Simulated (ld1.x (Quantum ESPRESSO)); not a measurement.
**What one change does to a pseudopotential (Pt (Z = 78), TM)**

- Element: Pt
- Generator: ld1.x (Quantum ESPRESSO) 7.5
- Type: norm-conserving Troullier–Martins (Kleinman–Bylander form)
- Functional: LDA (PZ)
- Relativity: scalar-relativistic
- Frozen core: [Xe] 4f14
- Valence charge: 10
- Reference configuration: 5d9 6s0 6p0 (charge +1)
- Partial waves: 6s (bound, empty): rc 1.85 bohr; 5d (bound): rc 1.65 bohr; 6p (bound, empty): rc 3.05 bohr
- Local potential: the p channel
- Core correction: none

All-electron outer shells of the reference configuration (LDA (PZ), scalar-relativistic, ld1.x):

```tsv
shell	level (eV)	outermost node (bohr)	outermost maximum (bohr)
5p	-64.62	0.53	0.98
5d	-14.59	0.57	1.26
6s	-13.26	1.14	2.30
6p	-6.84	1.35	3.02
```

Change: functional PBEsol.

Cutoffs: the cutoffs (Ry, on a coarse ladder) from which the occupation-weighted sum of valence levels, in a spherical-Bessel basis at the reference potential, stays within 10 and 1 mRy of its value at 400 Ry; they do not see the model core or the augmentation charge, which bear on the density cutoff. Errors are all-electron minus pseudo energies relative to the spin-unpolarised reference configuration.

Predict the effect on cutoff, ghosts and configuration errors.

The potential gets harder (40 Ry and 60 Ry → 40 Ry and 70 Ry); the number of tests with a reliable result goes from 9 to 7; the errors of the 7 common tests hardly move; neither file shows a bound ghost.

| quantity | base | changed |
| --- | --- | --- |
| cutoff, loose | 40 Ry | 40 Ry |
| cutoff, tight | 60 Ry | 70 Ry |
| bound ghosts | none | none |
| error for 5d9 6s1 6p0, meV [ΔE -9.54 → -9.23 eV] | +5.4 | +5.2 |
| error for 5d8 6s0 6p0, meV [ΔE 20.26 → 20.00 eV] | -106 | -114 |
| error for 5d7 6s0 6p0, meV [ΔE 52.77 → 52.24 eV] | -481 | -520 |
| error for 5d9.5 6s0.5 6p0, meV [ΔE -9.63 → -9.34 eV] | -12 | -13 |
| error for 5d8 6s1 6p0, meV [ΔE 1.87 → 1.98 eV] | -65 | -68 |
| error for 5d8 6s1 6p1, meV [ΔE -2.95 → -2.60 eV] | -88 | -91 |
| error for 5d9 6s0.5 6p0, meV [ΔE -5.68 → -5.51 eV] | +2.6 | +2.7 |
| s: phases at 3.32 bohr within 0.05 rad from the reference energy up to (Ry; the scan ends near 5) | 0.7 | 0.8 |
| p: phases at 3.32 bohr within 0.05 rad from the reference energy up to (Ry; the scan ends near 5) | 1.7 | 1.8 |
| d: phases at 3.32 bohr within 0.05 rad from the reference energy up to (Ry; the scan ends near 5) | 0.0 | 0.0 |
